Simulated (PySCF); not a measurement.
Electron correlation in Sb²⁺ (antimony, charge +2)

[Kr] 4d10 5s2 6s1, 2S determinant (an excited configuration). Calculation: PySCF 2.14, in aug-cc-pwCVTZ-PP with ECP28MDF (8s7p6d4f1g, 96 functions); a scalar-relativistic core potential. Frozen: 4s2 4p6 4d10; 3 electrons correlated.

MP2 pair energies summed by pair of shells (mhartree):

```json
{"pair": "5s-5s", "energy": "-26.78", "share (%)": "70.9"}
{"pair": "5s-6s", "energy": "-10.98", "share (%)": "29.1"}
```

Total MP2 correlation energy: -37.76 mhartree.

Same-spin part -4.13 and opposite-spin part -33.63 mhartree; SCS-MP2 scales them by 1/3 and 6/5 to -41.74 mhartree.
